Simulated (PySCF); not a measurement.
**Identify the compound**

An unknown has the formula C$_{6}$H$_{10}$Si. Its calculated NMR data are:

¹H NMR (400 MHz, computed): δ 7.08 (m, 2H), 4.99 (m, 2H), 4.68 (m, 2H), 3.00 (m, 2H), 1.95 (m, 2H).

¹³C{¹H} NMR (computed): δ 150.2 (CH), 112.0 (CH2), 25.8 (CH).

[PySCF 2.14.0 with density-fitted response routines: GFN2-xTB structure; σ from GIAO-PBE0/pcSseg-1; fast rotation and ring inversion assumed for equivalent nuclei; no solvent model; non-relativistic Hamiltonian; one conformer]

δ = σ(ref) − σ, references computed at the same level: TMS for ¹H (σ = 31.72 ppm), ¹³C (σ = 186.93 ppm).

**Question.** Which of these isomers gave the spectra?
A. C=C[C@@H]1[SiH2][C@H]1C=C
B. CC#CC1C[SiH2]C1
C. C=CC[SiH2]C#CC
D. CC#C[SiH]1CCC1

**Answer.** A. 

1. The formula gives 3 degrees of unsaturation (1 ring in the answer).
2. 3 carbon signals for 6 carbons: some carbons are equivalent by symmetry or fast rotation.
3. Carbon types of the structure: 4 × CH, 2 × CH2, leaving 2 H on heteroatoms.
4. δC 150.2: alkene CH; as expected for a trigonal carbon in a double bond.
5. δC 112.0: terminal =CH2 carbon; the olefinic region.
6. δC 25.8: three-membered-ring carbon; carbons of three-membered rings are unusually shielded.
7. δH 7.08: hydrogen on an alkene CH; attached to an sp2 carbon and in the plane of the double bond.
8. δH 4.99, 4.68: hydrogen on a terminal =CH2 carbon; attached to an sp2 carbon and in the plane of the double bond.

The others: CC#CC1C[SiH2]C1 would give 5 carbon signals, not 3; CC#C[SiH]1CCC1 would give 5 carbon signals, not 3; C=CC[SiH2]C#CC would give 6 carbon signals, not 3.

Shifts are as computed. Against solution values, carbons near 30 ppm lie about +3 ppm off and those near 130 ppm about +5 ppm. Of 1211 compounds with measured shifts, 218 miss one by over three times the rms of a fit or turn the order of signals round; such compounds aren't used in these exercises. No couplings were computed; multiplicities are counted from neighbouring protons, with m where these are inequivalent, close in shift, in a saturated or five-membered ring or joined by F or P, and br s for small geminal =CH2 splittings.
